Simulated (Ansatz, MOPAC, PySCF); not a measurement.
Lewis adduct: GaH3 (SMILES [GaH3]) (first 4 atoms) with H2S (SMILES S); geometry from B3LYP-D3(BJ)/def2-TZVP.
(charge 0, multiplicity 1):
| atom | x (Å) | y (Å) | z (Å) |
|---|---|---|---|
| Ga | 0.5276 | -0.0695 | 0.5202 |
| H | -0.3462 | 1.1132 | -0.0427 |
| H | 0.2736 | -1.5335 | -0.0007 |
| H | 1.8912 | 0.2612 | 1.2378 |
| S | -0.9274 | -0.3762 | 2.7290 |
| H | -0.5107 | 0.7317 | 3.3658 |
| H | -0.0674 | -1.1649 | 3.3960 |

Counterpoise-corrected where a basis set is named; no monomer relaxation. Rows marked so take none.

Frozen-core correlation. Filled d and f shells under p-block atoms count as core. Rows in 6-31G* carry no dispersion term and start afresh at each structure (6-31G* with six Cartesian d functions); the Pople sets are all-electron and without relativity. The state that AM1 reach isn't checked.

Codes used: Ansatz (a program for electronic structure) with Gaussian orbitals; MOPAC for AM1 (differences of heats of formation); PySCF for 6-31G* rows, the dispersion terms. Each number belongs to the level named beside it.

```json
[
 {"level": "AM1", "interaction energy (meV)": "-1531.9"},
 {"level": "HF/6-31G* (no counterpoise)", "interaction energy (meV)": "-305.4"},
 {"level": "HF/def2-SVPD", "interaction energy (meV)": "-265.4"},
 {"level": "BLYP-D3(BJ)/def2-TZVPPD", "interaction energy (meV)": "-509.7"},
 {"level": "revPBE-D3(BJ)/def2-TZVPPD", "interaction energy (meV)": "-532.6"},
 {"level": "r2SCAN-D3(BJ)/def2-TZVPPD", "interaction energy (meV)": "-625.2"},
 {"level": "BHLYP/def2-TZVPPD", "interaction energy (meV)": "-438.6"},
 {"level": "B2PLYP-D4/def2-TZVPPD", "interaction energy (meV)": "-494.5"},
 {"level": "CCSD/def2-SVPD", "interaction energy (meV)": "?"}
]
```

Task: Some entries are withheld; supply them.

Result: 
- CCSD/def2-SVPD, interaction energy (meV): -364.2
